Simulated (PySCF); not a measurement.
From computed data to an observable: chemical shift, span and skew from a shielding tensor

Al(All)(Cl)(H) (C₃H₆AlCl), SMILES [Cl][AlH][CH2]C=C. Atoms are numbered in the order given.

```xyz
11

Al     0.6970     0.0103     0.4353
C     -0.2176    -1.7196     0.1699
C     -0.5857    -1.1284    -1.1434
C      0.2793    -0.8567    -2.1532
H     -1.0719    -1.9948     0.7972
H      0.5220    -2.5310     0.1050
H     -1.6009    -0.7192    -1.2264
H      1.3060    -1.2378    -2.1527
H     -0.0426    -0.3003    -3.0361
Cl    -0.4275     1.6891     1.0846
H      2.2376     0.1617     0.1756
```
Charge 0, spin multiplicity 1.

Coordinates come from a B3LYP-D3(BJ)/def2-SVP optimisation. The structure was generated by enumeration; whether it is a known compound was not checked. Other conformers were not sampled.

GIAO shieldings from PBE/pcSseg-1 (PySCF), non-relativistic, no solvent. The symmetric part of the tensor of C4 has the principal values -32.9, 68.2, 154.0 ppm. The same nucleus in TMS has σ = 182.0 ppm at this level (PySCF, at its B3LYP-D3(BJ)/def2-TZVP geometry). Without spin–orbit terms, shifts of atoms bonded to Cl or Br come out too high.

Q: Work out the isotropic shielding, the ¹³C shift against TMS, the span and the skew.

A: 
σ(iso) = (σ11 + σ22 + σ33)/3 = 63.1 ppm. δ = σ(ref) − σ(iso) = 182.0 − (63.1) = 118.9 ppm.
Span Ω = σ33 − σ11 = 186.9 ppm. Skew κ = 3(σ(iso) − σ22)/Ω = -0.08. Tumbling in solution averages the tensor to δ; in a static solid the shielding alone would spread this spin-1/2 line over Ω.
